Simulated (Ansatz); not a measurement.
Two isomers of C2H7BS: A = `CB(C)S`, B = `BCCS`.

Computed with Ansatz on PBE0-D4/def2-TZVP structures; ΔE is electronic, products minus reactants. CCSD(T)/CBS adds triple-zeta CCSD(T) − MP2 to the extrapolated MP2 energy (def2 sets, frozen cores). Functionals use def2-TZVPP. B3LYP here is the variant with VWN-RPA as its local correlation; programs differ in this. Each species was taken in one conformer, which may not be the lowest.

(1) Which isomer does CCSD(T)/CBS put lower? Give the gap. (An estimate is asked.)

(2) Give E(B) − E(A) in kcal/mol with B3LYP, CCSD(T)/def2-SVP, CCSD(T)/def2-TZVPP, B2PLYP, ωB97M-V, HF/def2-TZVPP, BLYP-D4. (An estimate is asked.)

(3) Does the order hold for the free energy at 298.15 K (harmonic terms from PBE0-D4)? (Estimate.)

Largest T1 diagnostic: 0.012.

Results:

(1) The calculation gave: A, by 48.6 kcal/mol.

(2) The calculation gave: B3LYP 48.7, CCSD(T)/def2-SVP 50.7, CCSD(T)/def2-TZVPP 48.9, B2PLYP 49.0, ωB97M-V 48.8, HF/def2-TZVPP 45.3, BLYP-D4 49.0. None reverses the order clearly.

(3) Computed: Yes: G(B) − G(A) = +47.0 kcal/mol, for one conformer each.

Leaving LDA and LC-ωPBE aside and taking each functional with its dispersion term where it has one, the values, not all of them listed here, spread over 4.6 kcal/mol, from ωB97X-V to B97M-V. LDA lies +1.6 kcal/mol from PBE without D4. At CCSD(T), def2-SVP lies +2.2 kcal/mol from the extrapolated value and def2-TZVPP +0.3 kcal/mol.
